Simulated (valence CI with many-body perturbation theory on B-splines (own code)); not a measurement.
# Pm55+: electric-dipole lines

Computed by relativistic CI+MBPT: four valence electrons over a frozen Dirac-Fock core [He], a basis of 11 s, 11 p, 10 d, 8 f, 5 g, 2 h functions for each j, with the one-electron correlation potential Σ1 (screened to all orders), the two-electron term Σ2, the three-electron term Σ3, Breit, model QED; selected single and double excitations, second order for the rest, scaled by the run's own slope (own B-spline code, finite nucleus).

The last digits are not significant, and no measured levels were compared; by estimate large intervals hold to a few tenths of a per cent, small ones and those within an open d or f shell to about a per cent. Among the levels kept, up to 900 cm⁻¹ of a level comes from second order outside the variational space, and about a tenth of that is noise between levels of different J, which matters for small intervals.

Lines 1 to 50 of 555 in falling wavelength, among levels below 8646.3 eV, chosen from the strongest by gf and those to the six lowest levels. Wavelengths and rates use the calculated energies. Electric multipoles are in the length gauge with retardation, E1 and E2 with the static RPA response of the core. Weak lines are less certain than strong ones. Lines between different terms over intervals too small for the method are left out, as are lines whose strength nearly cancels. The highest levels of a list are the least certain.

Levels are named by their leading jj configuration (3d3/2^4 stands for four electrons in 3d with j = 3/2), which in mixed levels can hold well under half, so a name can repeat and another be missing. Letters in brackets count levels of one name in rising energy.

```
λ vac (Å)                           Upper                           Lower   A (s⁻¹)  S (a.u.) with core polarisation  S without
    145.6      (2s 2p3/2^2 3p1/2) J=2 [a]             (2s 2p3/2^2 3s) J=3  7.45e+09                         5.67e-02   5.67e-02
    140.3          (2s 2p3/2^2 3p1/2) J=3             (2s 2p3/2^2 3s) J=3  5.04e+09                         4.81e-02   4.81e-02
    129.7   (2p1/2 2p3/2^2 3p1/2) J=2 [b]          (2p1/2 2p3/2^2 3s) J=3  7.93e+09                         4.27e-02   4.27e-02
    122.0  (2s 2p1/2 2p3/2 3p1/2) J=2 [b]         (2s 2p1/2 2p3/2 3s) J=3  1.08e+10                         4.86e-02   4.86e-02
    118.1  (2s 2p1/2 2p3/2 3d5/2) J=3 [c]  (2s 2p1/2 2p3/2 3p3/2) J=2 [c]  8.96e+09                         5.10e-02   5.10e-02
    115.4          (2s^2 2p3/2 3d5/2) J=3          (2s^2 2p3/2 3p3/2) J=2  9.11e+09                         4.84e-02   4.84e-02
    115.4      (2s 2p3/2^2 3d5/2) J=3 [c]      (2s 2p3/2^2 3p3/2) J=2 [b]  1.32e+10                         6.99e-02   6.99e-02
    115.0      (2s 2p1/2 2p3/2 3d5/2) J=5      (2s 2p1/2 2p3/2 3p3/2) J=4  1.70e+10                         1.40e-01   1.40e-01
    114.6      (2s 2p3/2^2 3d5/2) J=4 [b]      (2s 2p3/2^2 3p3/2) J=3 [b]  1.26e+10                         8.44e-02   8.44e-02
    114.4          (2s^2 2p1/2 3d5/2) J=2          (2s^2 2p1/2 3p3/2) J=1  1.16e+10                         4.28e-02   4.28e-02
    114.3  (2s 2p1/2 2p3/2 3d5/2) J=2 [d]  (2s 2p1/2 2p3/2 3p3/2) J=1 [d]  1.08e+10                         3.97e-02   3.97e-02
    114.2          (2s 2p3/2^2 3d5/2) J=5          (2s 2p3/2^2 3p3/2) J=4  1.66e+10                         1.34e-01   1.34e-01
    113.9          (2s^2 2p3/2 3d5/2) J=4          (2s^2 2p3/2 3p3/2) J=3  1.36e+10                         8.94e-02   8.94e-02
    113.8       (2p1/2^2 2p3/2 3d5/2) J=4       (2p1/2^2 2p3/2 3p3/2) J=3  1.88e+10                         1.23e-01   1.23e-01
    113.5          (2s 2p1/2^2 3d5/2) J=3          (2s 2p1/2^2 3p3/2) J=2  1.78e+10                         8.98e-02   8.98e-02
    113.4       (2p1/2 2p3/2^2 3d5/2) J=3   (2p1/2 2p3/2^2 3p3/2) J=2 [a]  1.39e+10                         6.98e-02   6.98e-02
    113.2  (2s 2p1/2 2p3/2 3d5/2) J=4 [a]  (2s 2p1/2 2p3/2 3p3/2) J=3 [a]  1.23e+10                         7.90e-02   7.90e-02
    113.2       (2p1/2 2p3/2^2 3d5/2) J=4   (2p1/2 2p3/2^2 3p3/2) J=3 [a]  1.81e+10                         1.17e-01   1.17e-01
    112.7       (2p1/2^2 2p3/2 3d5/2) J=3       (2p1/2^2 2p3/2 3p3/2) J=2  1.61e+10                         7.98e-02   7.98e-02
    111.8  (2s 2p1/2 2p3/2 3d5/2) J=3 [d]  (2s 2p1/2 2p3/2 3p3/2) J=2 [d]  1.27e+10                         6.13e-02   6.13e-02
    110.8      (2s 2p3/2^2 3d5/2) J=3 [b]      (2s 2p3/2^2 3p3/2) J=2 [a]  1.56e+10                         7.35e-02   7.35e-02
    109.8  (2s 2p1/2 2p3/2 3d5/2) J=4 [b]  (2s 2p1/2 2p3/2 3p3/2) J=3 [b]  1.56e+10                         9.19e-02   9.19e-02
    109.5  (2s 2p1/2 2p3/2 3d5/2) J=4 [c]  (2s 2p1/2 2p3/2 3p3/2) J=3 [c]  1.89e+10                         1.10e-01   1.10e-01
    109.2      (2s 2p3/2^2 3d5/2) J=4 [a]      (2s 2p3/2^2 3p3/2) J=3 [a]  1.40e+10                         8.10e-02   8.11e-02
    107.2          (2s^2 2p1/2 3d5/2) J=3          (2s^2 2p1/2 3p3/2) J=2  1.94e+10                         8.28e-02   8.28e-02
    106.3  (2s 2p1/2 2p3/2 3d5/2) J=3 [a]  (2s 2p1/2 2p3/2 3p3/2) J=2 [a]  1.62e+10                         6.74e-02   6.74e-02
    104.6       (2p1/2^2 2p3/2 3d5/2) J=2       (2p1/2^2 2p3/2 3p3/2) J=1  1.43e+10                         4.04e-02   4.04e-02
    103.1          (2s 2p1/2^2 3d5/2) J=2          (2s 2p1/2^2 3p3/2) J=1  2.14e+10                         5.80e-02   5.81e-02
    97.61  (2s 2p1/2 2p3/2 3d5/2) J=3 [b]  (2s 2p1/2 2p3/2 3p3/2) J=2 [b]  1.11e+10                         3.57e-02   3.57e-02
    73.34      (2s 2p1/2 2p3/2^2) J=2 [a]              (2s^2 2p3/2^2) J=2  1.29e+09                         1.26e-03   1.26e-03
    70.16      (2s 2p1/2 2p3/2 3p3/2) J=4          (2s^2 2p3/2 3p3/2) J=3  2.62e+10                         4.03e-02   4.03e-02
    67.17       (2p1/2 2p3/2^2 3p3/2) J=4      (2s 2p3/2^2 3p3/2) J=3 [b]  4.61e+10                         6.20e-02   6.21e-02
    62.32          (2s 2p1/2^2 3p3/2) J=2          (2s^2 2p1/2 3p3/2) J=1  4.39e+10                         2.62e-02   2.63e-02
    60.20          (2s 2p1/2^2 2p3/2) J=2          (2s^2 2p1/2 2p3/2) J=2  7.82e+09                         4.21e-03   4.22e-03
    59.78       (2p1/2^2 2p3/2 3p3/2) J=3  (2s 2p1/2 2p3/2 3p3/2) J=2 [c]  7.39e+10                         5.45e-02   5.46e-02
    59.55          (2s 2p1/2 2p3/2^2) J=3              (2s^2 2p3/2^2) J=2  1.08e+10                         7.84e-03   7.86e-03
    57.62  (2s 2p1/2 2p3/2 3p3/2) J=3 [c]          (2s^2 2p3/2 3p3/2) J=2  3.85e+10                         2.54e-02   2.55e-02
    57.47   (2p1/2 2p3/2^2 3p3/2) J=1 [a]      (2p1/2 2p3/2^2 3s) J=2 [c]  7.78e+10                         2.19e-02   2.19e-02
    57.37       (2p1/2^2 2p3/2 3p3/2) J=2  (2s 2p1/2 2p3/2 3p3/2) J=1 [c]  5.12e+10                         2.39e-02   2.39e-02
    56.13   (2p1/2 2p3/2^2 3p3/2) J=3 [b]      (2p1/2 2p3/2^2 3s) J=2 [c]  6.79e+10                         4.15e-02   4.15e-02
    56.07  (2s 2p1/2 2p3/2 3d3/2) J=3 [b]  (2s 2p1/2 2p3/2 3p1/2) J=2 [b]  4.88e+10                         2.97e-02   2.97e-02
    56.04      (2s 2p3/2^2 3p3/2) J=3 [a]         (2s 2p3/2^2 3s) J=2 [a]  6.82e+10                         4.15e-02   4.15e-02
    55.95   (2p1/2 2p3/2^2 3p3/2) J=2 [a]      (2p1/2 2p3/2^2 3s) J=1 [a]  6.06e+10                         2.62e-02   2.62e-02
    55.76   (2p1/2 2p3/2^2 3d3/2) J=3 [b]   (2p1/2 2p3/2^2 3p1/2) J=2 [b]  6.36e+10                         3.81e-02   3.81e-02
    55.65   (2p1/2 2p3/2^2 3p3/2) J=3 [a]      (2p1/2 2p3/2^2 3s) J=2 [b]  4.39e+10                         2.61e-02   2.61e-02
    55.61          (2s 2p1/2^2 2p3/2) J=2          (2s^2 2p1/2 2p3/2) J=1  1.20e+10                         5.09e-03   5.10e-03
    55.52   (2p1/2 2p3/2^2 3p3/2) J=2 [c]      (2s 2p3/2^2 3p3/2) J=1 [b]  9.96e+10                         4.20e-02   4.21e-02
    55.48  (2s 2p1/2 2p3/2 3d3/2) J=2 [b]  (2s 2p1/2 2p3/2 3p1/2) J=2 [b]  5.81e+10                         2.45e-02   2.45e-02
    55.42   (2p1/2 2p3/2^2 3d3/2) J=2 [b]   (2p1/2 2p3/2^2 3p1/2) J=2 [b]  8.44e+10                         3.54e-02   3.54e-02
    55.18      (2s 2p3/2^2 3p3/2) J=1 [a]         (2s 2p3/2^2 3s) J=2 [a]  8.58e+10                         2.13e-02   2.13e-02
```
